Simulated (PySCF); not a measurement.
C₄H₁₁F₃Si₂, SMILES CC(C)(C)[SiH2][Si](F)(F)F, GFN2-xTB optimised geometry.

```
20

C     -0.67    -0.83    -1.26
C     -0.17    -0.13     0.00
C      1.36    -0.13     0.00
C     -0.67     1.32     0.00
Si    -0.83    -1.06     1.55
Si    -0.01    -0.15     3.47
F      0.52     1.36     3.45
F     -1.05    -0.10     4.68
F      1.22    -0.90     4.14
H     -0.32    -1.86    -1.30
H     -0.30    -0.32    -2.15
H     -1.75    -0.83    -1.30
H      1.75    -1.15    -0.01
H      1.74     0.38    -0.89
H      1.76     0.38     0.88
H     -0.31     1.86     0.87
H     -0.31     1.84    -0.89
H     -1.76     1.35     0.00
H     -2.30    -1.02     1.55
H     -0.42    -2.47     1.47
```

Density from CAM-B3LYP/def2-SVP (PySCF) at that geometry.

Minimum of the electron density along straight lines between bonded atoms, close to the bond critical point (lines longer than 1.1 times the sum of covalent radii, or with two minima, are not listed):

| bond | length / Å | ρ at the minimum / e bohr⁻³ | ∇²ρ there / e bohr⁻⁵ | position (fraction from the first atom) |
|---|---|---|---|---|
| C1–C2 | 1.528 | 0.244 | -0.55 | 0.50 |
| C2–C3 | 1.531 | 0.243 | -0.55 | 0.50 |
| C2–C4 | 1.531 | 0.243 | -0.55 | 0.50 |
| C2–Si5 | 1.921 | 0.114 | 0.27 | 0.62 |
| Si6–F7 | 1.595 | 0.124 | 1.17 | 0.42 |
| Si6–F8 | 1.592 | 0.125 | 1.18 | 0.42 |
| Si6–F9 | 1.593 | 0.125 | 1.18 | 0.42 |
| C1–H10 | 1.087 | 0.277 | -1.03 | 0.63 |
| C1–H11 | 1.089 | 0.276 | -1.02 | 0.63 |
| C1–H12 | 1.087 | 0.278 | -1.03 | 0.63 |
| C3–H13 | 1.088 | 0.277 | -1.02 | 0.63 |
| C3–H14 | 1.090 | 0.276 | -1.02 | 0.63 |
| C3–H15 | 1.089 | 0.276 | -1.02 | 0.63 |
| C4–H16 | 1.088 | 0.277 | -1.03 | 0.63 |
| C4–H17 | 1.090 | 0.275 | -1.01 | 0.63 |
| C4–H18 | 1.088 | 0.277 | -1.02 | 0.63 |
| Si5–H19 | 1.472 | 0.116 | 0.32 | 0.49 |
| Si5–H20 | 1.473 | 0.116 | 0.32 | 0.49 |
